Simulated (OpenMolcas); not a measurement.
**Si I: effect of the active space**

```
Program             : OpenMolcas
Method              : SS-CASPT2 or its RAS form, IPEA 0.25 Eh, imaginary shift 0.1 Eh
Basis               : ANO-RCC
Scalar Hamiltonian  : DKH2, point nucleus
Spin-orbit coupling : state interaction with AMFI integrals over the reference wave functions, term energies averaged over their components
```

A. 4 electrons in 8 orbitals (3s 3p 4s 4p); 2S+1 = 3 even, 3 roots; 2S+1 = 1 even, 6 roots; 2S+1 = 5 odd, 1 root; 2S+1 = 3 odd, 8 roots; closed shells correlated: 2s 2p; CASPT2 step about 15 core-seconds
B. 2 electrons in 9 orbitals (RAS2 3p; RAS3 3d 4s, at most 1 electron); 2S+1 = 3 even, 3 roots; 2S+1 = 1 even, 6 roots; 2S+1 = 3 odd, 18 roots; 2S+1 = 1 odd, 18 roots; closed shells correlated: 2s 2p 3s; CASPT2 step roughly 30 core-seconds
C. 4 electrons in 9 orbitals (RAS2 3s 3p; RAS3 3d, at most 2 electrons); 2S+1 = 3 even, 3 roots; 2S+1 = 1 even, 6 roots; 2S+1 = 5 odd, 1 root; 2S+1 = 3 odd, 8 roots; 2S+1 = 1 odd, 5 roots; closed shells correlated: 2s 2p; CASPT2 step of the order of 25 core-seconds

Energies in eV above 3s2 3p2 3P0, the measured ground level; measured values from NIST Handbook of Basic Atomic Spectroscopic Data.

| Level | A | B | C | Measured |
| --- | --- | --- | --- | --- |
| 3s2 3p2 3P0 | 0.0000 | 0.0000 | 0.0000 | 0.0000 |
| 3s2 3p2 3P1 | 0.0077 | 0.0083 | 0.0083 | 0.0096 |
| 3s2 3p2 3P2 | 0.0225 | 0.0242 | 0.0243 | 0.0277 |
| 3s2 3p2 1D2 | 0.751 | 0.748 | 0.759 | 0.7810 |
| 3s2 3p2 1S0 | 1.742 | 2.366 | 1.907 | 1.9087 |

Deviations, from unrounded energies. A percentage is the sum of absolute deviations over the sum of measured energies, with the sign that they share, or ± where signs differ.

```json
{"Against measurement": "mean absolute deviation (cm-1)", "Levels": "4", "A": "410", "B": "1000", "C": "56"}
{"Against measurement": "fine structure of the ground term (%)", "Levels": "2", "A": "-18.8", "B": "-12.7", "C": "-12.4"}
{"Against measurement": "other terms of the ground configuration (%)", "Levels": "2", "A": "-7.3", "B": "±18.2", "C": "-0.9"}
```

C lies closest to measurement on these levels and B furthest from it. The largest miss of C in the table is 3s2 3p2 1D2, by -170 cm-1. The ranking rests on the paired levels alone, and a cruder setting can come out closer through cancelling errors.

Among A to C the level of the table that moves most is 3s2 3p2 1S0, by 5000 cm-1 (lowest in A, highest in B). Moves below CASPT2's spread within the term are not significant.

CASPT2 breaks the degeneracy within a term, and the mean is taken; among the terms shown or strongly mixed into the levels shown the widest spread is 92 cm-1 (3s2 3p2 1D, B). Over all roots computed the reference weight is 0.89 to 0.97 in A; the roots of lowest weight are the least certain, and an intruder state may touch them. Active for correlation alone: 4p 4s; no level in the range computed is led by a configuration that fills them, so any true level of that kind is missing (holds for A). With the s shell closed, the reference lacks s² → p² mixing (holds for B). Some terms miss by over 15 % even with CASPT2, which points to a basis or an active space too small for the shells correlated (holds for B). The run also gave levels led by 3s2 3p 3d, which use shells meant for correlation; these and all levels above them are left out (holds for C). Computed and measured levels are paired by configuration, term and J; levels that our copy of the source lacks, or whose pairing is in doubt (as where it misses far off the trend of its configuration), stay unpaired and out of the deviations. Levels of configurations outside the active space are missing. The table leaves out levels that lie high or whose names do not pair safely across all columns.
